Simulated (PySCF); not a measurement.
Splitting trees

Cartesian coordinates in Å; atom numbers follow the order of the lines, from 1:
```xyz
16

O     2.605   -1.065   -0.448
C     1.946    0.015    0.147
C     0.445   -0.042   -0.002
C    -0.218   -1.232   -0.309
C    -1.606   -1.272   -0.436
C    -2.355   -0.112   -0.250
C    -1.717    1.089    0.061
C    -0.335    1.100    0.180
F     0.282    2.249    0.480
H     2.447   -1.020   -1.398
H     2.206   -0.015    1.219
H     2.311    0.991   -0.226
H     0.386   -2.131   -0.450
H    -2.103   -2.213   -0.678
H    -3.443   -0.135   -0.347
H    -2.271    2.017    0.211
```

Method: J couplings at B3LYP/pcJ-1 (spin–dipole term only in couplings to heteroatoms), geometry: PBE0-D3(BJ)/def2-SVP, PBE0/pcSseg-1 with gauge-including orbitals, in PySCF (gas phase, one computed conformer, no relativistic terms, equivalent nuclei averaged).

δ = σ(ref) − σ, references computed at the same level: TMS for ¹³C (σref 184.41) and ¹H (σref 31.27).

Spectrometer: 800 MHz for ¹H. First-order analysis; couplings under 1 Hz (under 4 Hz in carbon signals) are ignored, and nearly equal couplings are merged; the smaller ones broaden or split the lines further.

(1) What pattern does C2 show in the proton-coupled ¹³C spectrum?

(2) What pattern does C6 show in the proton-coupled ¹³C spectrum?

(3) What pattern does H11/H12 show (¹H)?

(4) What pattern does C7 show in the proton-coupled ¹³C spectrum?

Answers

(1) A triplet of doublets of doublets at δ 60.8: 148.7 Hz to H11/H12 (2 × ¹H, 1 bond away), 6.5 Hz to F9 (1 × ¹⁹F, 3 bonds away), 4.4 Hz to H13 (1 × ¹H, 3 bonds away). Lines in Hz from the centre (relative intensity): +154.2 (1), +149.8 (1), +147.7 (1), +143.2 (1), +5.5 (2), +1.1 (2), -1.1 (2), -5.5 (2), -143.2 (1), -147.7 (1), -149.8 (1), -154.2 (1). The outer lines are 308.3 Hz apart, the sum of the couplings kept, or 1.533 ppm at this field.

(2) A doublet of doublets of doublets at δ 133.8: 168.7 Hz to H15 (1 × ¹H, 1 bond away), 9.9 Hz to H13 (1 × ¹H, 3 bonds away), 5.2 Hz to F9 (1 × ¹⁹F, 3 bonds away). Lines in Hz from the centre (relative intensity): +91.9 (1), +86.7 (1), +82.0 (1), +76.8 (1), -76.8 (1), -82.0 (1), -86.7 (1), -91.9 (1). The outer lines are 183.8 Hz apart, the sum of the couplings kept, or 0.914 ppm at this field.

(3) A doublet of triplets at δ 4.86: 2.0 Hz to F9 (1 × ¹⁹F, 4 bonds away), 1.3 Hz to H13 and H15 (2 × ¹H, 4 or 6 bonds away). Lines in Hz from the centre (relative intensity): +2.3 (1), +1.0 (2), +0.3 (1), -0.3 (1), -1.0 (2), -2.3 (1). The outer lines are 4.6 Hz apart, the sum of the couplings kept, or 0.006 ppm at this field.

(4) A doublet of doublets of doublets at δ 119.8: 169.3 Hz to H16 (1 × ¹H, 1 bond away), 18.2 Hz to F9 (1 × ¹⁹F, 2 bonds away), 8.6 Hz to H14 (1 × ¹H, 3 bonds away). Lines in Hz from the centre (relative intensity): +98.0 (1), +89.5 (1), +79.8 (1), +71.2 (1), -71.2 (1), -79.8 (1), -89.5 (1), -98.0 (1). The outer lines are 196.1 Hz apart, the sum of the couplings kept, or 0.975 ppm at this field.

The OH or NH signal is concentration- and solvent-dependent in practice; the value given is the gas-phase one. Unscaled 3J(H,H) at this level run about 10 % above measured values.
